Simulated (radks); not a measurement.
The numbers below are computed, except where a source is named.
Radial electron density D(r) = 4 pi r^2 rho(r) of an atom or ion with 67 electrons. Level of theory: Dirac Kohn-Sham, PBE, spin-unpolarised, spherical densities, point nucleus (a radial shooting solver on a logarithmic mesh with Libxc functionals).

r (bohr)  D(r) (e/bohr)
0.003841          39.87
0.005205          55.84
0.006998          72.84
0.009485          88.02
0.01285           95.76
0.01742           93.27
0.02342           86.11
0.03174           87.62
0.04302           106.0
0.0583            123.5
0.07902           113.6
0.1062            95.25
0.144             105.2
0.1951            106.6
0.2645            66.62
0.3556            53.47
0.4819            62.20
0.6531            41.81
0.8851            20.80
1.2               12.65
1.613             6.326
2.186             1.973
2.962            0.6435
4.015            0.2317
5.397           0.04195
7.315          0.002087

What is the nuclear charge?

Answer. Z = 69. The innermost maximum, from 1s, lies near gamma/Z bohr with gamma = sqrt(1 - (Z/c)^2) = 0.864, here 0.0125 bohr (found: 0.0138), and its height grows with Z. The density is that of the thulium ion Tm2+ in [Xe] 4f12 6s1; the configuration itself is not fixed sharply by these data, and Z only to a few units. D(r) has 4 maxima, at r = 0.0138, 0.0617, 0.172, 0.463 bohr, and minima at 0.0268, 0.111, 0.331 bohr, inside which lie 2.02, 11.11, 29.71 electrons.
